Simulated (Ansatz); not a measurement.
Born–Oppenheimer molecular dynamics of CH8Al3NO (14 atoms, charge 0, multiplicity 1). It starts from a relaxed structure.

Computed with Ansatz 0.2.0, RKS PBE0-D4/STO-3G.

```json
{
 "ensemble": "NVE (velocity Verlet)",
 "time step": "0.25 fs",
 "steps asked": "201",
 "starting velocities drawn for": "1000 K",
 "seed": "393817"
}
```

First frame:

```xyz
14
Properties=species:S:1:pos:R:3
N -3.216 0.760 -0.450
Al -1.697 1.561 -0.671
Al 0.265 0.341 -0.287
O 0.317 -0.832 1.002
C 2.074 -0.070 -0.659
Al 2.112 -1.302 0.849
H -3.366 -0.226 -0.177
H -4.144 1.192 -0.601
H -1.825 2.998 -1.089
H -0.377 -1.110 1.664
H 2.743 0.792 -0.605
H 2.224 -0.527 -1.641
H 2.751 -0.824 2.126
H 2.125 -2.781 0.568
```

Problem. How far do the bonds stretch over the last three quarters of this one trajectory? (Pairs bonded in most of those frames.)

Solution. 
| bond | mean (Å) | spread (Å) | shortest | longest |
| --- | --- | --- | --- | --- |
| N1–Al2 | 1.746 | 0.016 | 1.72 | 1.77 |
| N1–H7 | 1.040 | 0.031 | 0.99 | 1.09 |
| N1–H8 | 1.037 | 0.017 | 1.01 | 1.08 |
| Al2–Al3 | 2.394 | 0.056 | 2.30 | 2.46 |
| Al2–H9 | 1.510 | 0.062 | 1.42 | 1.60 |
| Al3–O4 | 1.776 | 0.029 | 1.71 | 1.81 |
| Al3–C5 | 1.911 | 0.067 | 1.82 | 2.01 |
| Al3–Al6 | 2.765 | 0.013 | 2.75 | 2.79 |
| O4–Al6 | 1.885 | 0.092 | 1.77 | 2.01 |
| O4–H10 | 1.002 | 0.020 | 0.97 | 1.03 |
| C5–Al6 | 1.955 | 0.065 | 1.86 | 2.04 |
| C5–H11 | 1.100 | 0.034 | 1.05 | 1.15 |
| C5–H12 | 1.099 | 0.014 | 1.07 | 1.13 |
| Al6–H13 | 1.508 | 0.048 | 1.44 | 1.58 |
| Al6–H14 | 1.512 | 0.035 | 1.46 | 1.56 |

Mean temperature of the second half: 526 K. The conserved energy stayed within 0.12 meV per atom of its start (net change 0.092 meV per atom), so the integration is sound. The temperature averaged 0.53 of the 1000 K drawn at the start: a run that starts near a minimum puts about half its kinetic energy into the potential. A run of 0.05 ps of so small a system gives no equilibrium averages. Limits of this set-up: minimal basis.

The run took 25 min on 1 thread of Intel(R) Xeon(R) Processor @ 2.50GHz (Skylake/Cascade Lake) (shared host), peak memory 0.24 GiB.
